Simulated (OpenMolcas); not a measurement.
# Ag2+: effect of the metal basis

Ag2+ with its 6 nearest fluoride ions at 2.273 Å, on the Na site of NaF (a = 4.634 Å, distance in the model lattice 2.317 Å). The rest of the host is ab initio model potentials to 7.6 Å and point charges beyond; the distance is set by hand and nothing relaxes, and no local charge compensation is placed.

| Property | Result |
| --- | --- |
| Program | OpenMolcas 26.06 |
| Method | CASSCF |
| Spin-orbit coupling | state interaction with AMFI integrals over the reference wave functions |

Fixed: ligand basis ANO-RCC-VDZP, active space 9 electrons in 5 orbitals (4d), DKH2 Hamiltonian.

States (labels of O, the rotations of Oh). Energies in cm-1 above the lowest state or level, χT in cm3 K/mol; 10Dq is the gap between the two states.

```tsv
Run	Metal basis	Ground state	First state of that spin	10Dq	First gap with spin-orbit (degeneracies)	χT at 300 K	Cost
A	ANO-RCC-VDZP	2E	2T2 9359	9359	8036 (4, 2)	0.626	roughly 11 core-seconds
B	ANO-RCC-VTZP	2E	2T2 8943	8943	7653 (4, 2)	0.638	roughly 17 core-seconds
```

Against A, |10Dq| changes by -4.4 % in B.

Costs are those of the RASSCF and RASSI steps.

An orbital doublet at a regular site is open to a Jahn-Teller distortion, which this geometry leaves out. With metal d orbitals alone the field can be off either way by tens of per cent. Ligand-to-metal charge-transfer states are missing. No measured value stands beside these numbers; the geometry was set by hand and not optimised.
